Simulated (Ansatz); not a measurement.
One geometry of C2H9AlN2, SMILES `CN[CH2][AlH][NH2]`, several functionals.

```yaml
crystal:
  periodic: [false, false, false]
  atoms:
    - {symbol: C, position_ang: [-1.047720, -1.266960, 0.585827]}
    - {symbol: N, position_ang: [0.280324, -0.836250, 0.955528]}
    - {symbol: C, position_ang: [1.125125, -0.560602, -0.201286]}
    - {symbol: Al, position_ang: [0.592818, 1.112108, -1.101397]}
    - {symbol: N, position_ang: [-0.394017, 2.248346, -0.176194]}
    - {symbol: H, position_ang: [-1.062850, -2.136009, -0.094707]}
    - {symbol: H, position_ang: [-1.621433, -1.523213, 1.479411]}
    - {symbol: H, position_ang: [-1.574166, -0.447927, 0.082509]}
    - {symbol: H, position_ang: [0.706176, -1.546206, 1.539054]}
    - {symbol: H, position_ang: [2.153016, -0.393115, 0.148997]}
    - {symbol: H, position_ang: [1.190785, -1.411342, -0.905211]}
    - {symbol: H, position_ang: [1.031906, 1.509835, -2.575360]}
    - {symbol: H, position_ang: [-0.674903, 2.072168, 0.775809]}
    - {symbol: H, position_ang: [-0.717960, 3.149870, -0.484181]}
basis:
  gaussian: {orbitals: def2-TZVPP}
hamiltonian: {xc: {name: B3LYP}, dispersion: d4}
output: {forces: true, orbitals: {seedname: orbitals}}
```

```sh
$ ansatz run in.yaml --threads 4 --pin off --events-out ev --progress --plain --max-ram 10444MiB
```

Shortened log:

```
Functional definition: B3LYP
1494 factors; their error is unknown
mean field evaluation 1: about -11782.9345 eV, gradient 9.5e1 eV
mean field evaluation 2: about -11741.0320 eV, gradient 1.5e2 eV
mean field evaluation 4: about -11801.2452 eV, gradient 1.2e1 eV
mean field evaluation 8: about -11801.5345 eV, gradient 2.8e-1 eV
mean field evaluation 16: about -11801.5319 eV, gradient 5.5e-4 eV
mean field -11801.53189143 eV, -433.6982976445 hartree, gradient 2.7e-5 eV, S^2 0.000000; 0 other end points of the search recorded, 0 dependent functions left out
reference -11801.53220629 eV, -433.6983092155 hartree; 24, 24 occupied and 268, 268 virtual orbitals, 1494 factors
Total energy: -11801.96185200 eV, -433.7140984040 hartree
Atom 0 at    -1.047720    -1.266960     0.585827 Å, force    -0.331866    -0.052380    -0.027675 eV/Å
Atom 1 at     0.280324    -0.836250     0.955528 Å, force     0.087807    -0.050634     0.209518 eV/Å
Atom 2 at     1.125125    -0.560602    -0.201286 Å, force     0.256216     0.064860    -0.207035 eV/Å
Atom 3 at     0.592818     1.112108    -1.101397 Å, force     0.066479     0.031617    -0.163708 eV/Å
Atom 4 at    -0.394017     2.248346    -0.176194 Å, force    -0.000854    -0.000634     0.011064 eV/Å
Atom 5 at    -1.062850    -2.136009    -0.094707 Å, force    -0.004721     0.030261     0.025732 eV/Å
Atom 6 at    -1.621433    -1.523213     1.479411 Å, force     0.021098     0.003827    -0.049354 eV/Å
Atom 7 at    -1.574166    -0.447927     0.082509 Å, force     0.015134    -0.067951     0.032387 eV/Å
Atom 8 at     0.706176    -1.546206     1.539054 Å, force     0.001783     0.018102     0.033111 eV/Å
Atom 9 at     2.153016    -0.393115     0.148997 Å, force    -0.048869    -0.026380    -0.019066 eV/Å
Atom 10 at     1.190785    -1.411342    -0.905211 Å, force     0.000306     0.027569     0.036196 eV/Å
Atom 11 at     1.031906     1.509835    -2.575360 Å, force    -0.028087    -0.024459     0.092455 eV/Å
Atom 12 at    -0.674903     2.072168     0.775809 Å, force    -0.019702     0.030856     0.003241 eV/Å
Atom 13 at    -0.717960     3.149870    -0.484181 Å, force    -0.014725     0.015347     0.023133 eV/Å
Dipole moment:    -0.057387    -0.116610     0.149554 e Å
```

Hardware: 4 threads of an Arm Neoverse V1 on a shared host. Wall time 9 s, peak host memory 0.9 GiB.

Changing it to `hamiltonian: {xc: {name: B2PLYP}}` and no forces (abridged; 9.5 s):

```
Functional definition: B2PLYP
mean field evaluation 16: about -11785.2620 eV, gradient 3.4e-4 eV
mean field -11785.26203714 eV, -433.1003915275 hartree, gradient 1.5e-6 eV, S^2 0.000000
9 core orbitals not correlated: weight in the atoms' cores, before any rotation towards them, 1.000 or more for the frozen orbitals, at most 0.000 for the correlated occupied ones
second order -28.42803364 eV of doubles, -0.00000000 eV of singles
Total energy: -11792.93780560 eV, -433.3824708154 hartree
```

Changing it to `hamiltonian: {xc: {name: wB97X-V}}` and no forces (abridged; 13 s):

```
Functional definition: wB97X-V
mean field evaluation 16: about -11797.9863 eV, gradient 3.7e-4 eV
mean field -11797.98629732 eV, -433.5679994641 hartree, gradient 3.6e-5 eV, S^2 0.000000
Total energy: -11797.98629488 eV, -433.5679993744 hartree
```

The same input with `hamiltonian: {xc: {name: wB97M-V}}` (abridged; 18 s):

```
Functional definition: wB97M-V
mean field evaluation 16: about -11797.5934 eV, gradient 1.4e-4 eV
mean field -11797.59344987 eV, -433.5535625866 hartree, gradient 3.5e-5 eV, S^2 0.000000
Total energy: -11797.59350905 eV, -433.5535647614 hartree
Atom 0 force    -0.290493    -0.090427    -0.080490 eV/Å
Atom 1 force     0.106011    -0.032449     0.270432 eV/Å
Atom 2 force     0.199992     0.053202    -0.264501 eV/Å
Atom 3 force     0.065278    -0.022026    -0.134606 eV/Å
Atom 4 force    -0.001845     0.001033     0.007291 eV/Å
Atom 5 force     0.016716     0.077547     0.059264 eV/Å
Atom 6 force     0.039743     0.019426    -0.076718 eV/Å
Atom 7 force     0.033319    -0.058582     0.037699 eV/Å
Atom 8 force    -0.028207     0.047423    -0.029957 eV/Å
Atom 9 force    -0.073870    -0.019820    -0.025395 eV/Å
Atom 10 force    -0.012701     0.056981     0.075875 eV/Å
Atom 11 force    -0.040391    -0.041582     0.146440 eV/Å
Atom 12 force    -0.008456     0.026313    -0.018047 eV/Å
Atom 13 force    -0.005097    -0.017038     0.032714 eV/Å
Dipole moment:    -0.056059    -0.125716     0.145753 e Å
```

B3LYP takes the VWN-RPA correlation (the form of Gaussian; ORCA's B3LYP/G).
